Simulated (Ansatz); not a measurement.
Ansatz (a program for electronic structure) input (CCSD(T)/def2-SVPD):

Ansatz 0.2 input:
```yaml
crystal:
  periodic: [false, false, false]
  atoms:
    - {symbol: Sb, position_ang: [0.06785236, 0.04010139, 0.98563919]}
    - {symbol: Br, position_ang: [0.88206480, -1.82779314, -0.70905765]}
    - {symbol: Br, position_ang: [-0.98093538, 1.76935969, -0.72715946]}
basis:
  gaussian:
    orbitals: def2-SVPD
total_charge: -1
magnetization: {spin_polarized: false}
correlation: {method: ccsd_t, electrons: outside_noble_gas}
output: {forces: true}
```

End of the output:

```
integrals: 0.20 GiB planned
1201 factors; integrals over basis functions are off by at most 2.6e-4 eV
mean field: 0.83 GiB planned
mean field evaluation 1: about -146494.2687 eV, gradient 1.4e1 eV
mean field evaluation 2: about -146494.3932 eV, gradient 1.4e1 eV
mean field evaluation 4: about -146495.1031 eV, gradient 9.9e-1 eV
mean field evaluation 8: about -146495.1186 eV, gradient 5.6e-5 eV
mean field evaluation 16: about -146494.9503 eV, gradient 9.6e-1 eV
mean field evaluation 32: about -146490.6119 eV, gradient 1.5e-2 eV
mean field evaluation 64: about -146491.0604 eV, gradient 1.3e-3 eV
mean field -146495.11856967 eV, -5383.5963094775 hartree, gradient 3.1e-6 eV, S^2 0.000000; 0 other end points of the search recorded, 0 dependent functions left out; unrestricted orbitals would lower it
37 core orbitals not correlated
reference -146495.11856967 eV, -5383.5963094775 hartree; 10, 10 occupied and 67, 67 virtual orbitals, 1201 factors
densities: 0.44 GiB planned
second order -9.28655468 eV of doubles, -0.00000000 eV of singles
coupled cluster: 0.31 GiB planned
cycle   1  -9.85586989 eV  change   -5.7e-1 eV  update   8.2e-2
cycle   2  -10.08183519 eV  change   -2.3e-1 eV  update   2.7e-2
cycle   3  -10.12837372 eV  change   -4.7e-2 eV  update   1.3e-2
cycle   4  -10.12473057 eV  change    3.6e-3 eV  update   3.6e-3
cycle   5  -10.12353219 eV  change    1.2e-3 eV  update   1.3e-3
cycle   6  -10.12368616 eV  change   -1.5e-4 eV  update   4.8e-4
cycle   7  -10.12378058 eV  change   -9.4e-5 eV  update   1.7e-4
cycle   8  -10.12381744 eV  change   -3.7e-5 eV  update   6.9e-5
cycle   9  -10.12382089 eV  change   -3.4e-6 eV  update   2.6e-5
cycle  10  -10.12381515 eV  change    5.7e-6 eV  update   9.7e-6
cycle  11  -10.12381555 eV  change   -3.9e-7 eV  update   3.9e-6
cycle  12  -10.12381642 eV  change   -8.7e-7 eV  update   1.3e-6
perturbative correction -0.34376733 eV, -0.0126332164 hartree
the calculation of the forces begins
Total energy: -146505.58615341 eV, -5383.9809860850 hartree
Atom 0 at     0.067852     0.040101     0.985639 Å, force     0.028807     0.017025     0.418456 eV/Å
Atom 1 at     0.882065    -1.827793    -0.709058 Å, force     0.081004    -0.192729    -0.208301 eV/Å
Atom 2 at    -0.980935     1.769360    -0.727159 Å, force    -0.109811     0.175703    -0.210155 eV/Å
Dipole moment:     0.019464     0.011503     0.282739 e Å
```
